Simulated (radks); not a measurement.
Values are calculated unless marked as measured or tabulated.
Q: Excited configurations of Au IV: one electron is placed in a higher orbital outside [Xe] 4f14 5d7. The ground configuration is [Xe] 4f14 5d8. Code: a radial shooting solver on a logarithmic mesh with Libxc functionals. Model: Dirac Kohn-Sham, BLYP, spin-unpolarised, spherical densities, finite nucleus; open shells fill j = l - 1/2 first; Fermi nuclear charge, rms radius 5.4371 fm. Excitation = E - E(ground); binding = E(ion) - E, where the ion is the core of charge +4; n* = 4/sqrt(2 binding) in atomic units, and the quantum defect is n - n*.

| outer orbital | excitation (eV) | binding (eV) | n* | quantum defect | eigenvalue (eV) | <r> (bohr) |
|---|---|---|---|---|---|---|
| 5f5/2 | 31.265 | 15.376 | 3.763 | 1.237 | -12.363 | 3.622 |
| 6s1/2 | 6.934 | 39.707 | 2.341 | 3.659 | -34.797 | 2.250 |
| 6p1/2 | 15.267 | 31.374 | 2.634 | 3.366 | -27.081 | 2.578 |
| 6f5/2 | 36.482 | 10.159 | 4.629 | 1.371 | -8.699 | 6.636 |
| 7s1/2 | 27.796 | 18.845 | 3.399 | 3.601 | -16.698 | 4.461 |
| 7p1/2 | 30.582 | 16.059 | 3.682 | 3.318 | -14.208 | 5.026 |
| 7d3/2 | 35.228 | 11.413 | 4.367 | 2.633 | -9.971 | 6.681 |
| 7f5/2 | 39.558 | 7.083 | 5.544 | 1.456 | -6.197 | 10.27 |

Estimate the row for 6d3/2.

A: excitation (eV) 27.788; binding (eV) 18.853; n* 3.398; quantum defect 2.602; eigenvalue (eV) -16.057; <r> (bohr) 3.763. The Delta-SCF ionisation energy is 46.641 eV (NIST Atomic Spectra Database: 45 eV, theoretical). Self-interaction in the functional shifts the binding energies and quantum defects, so they are the method's values and not measured ones. Spin polarisation and multiplet splitting are left out, so open shells lie too high by an amount that depends on their filling.

Beside tabulated values, note that spin-unpolarised runs miss the spin-polarisation part of the exchange energy of open shells.
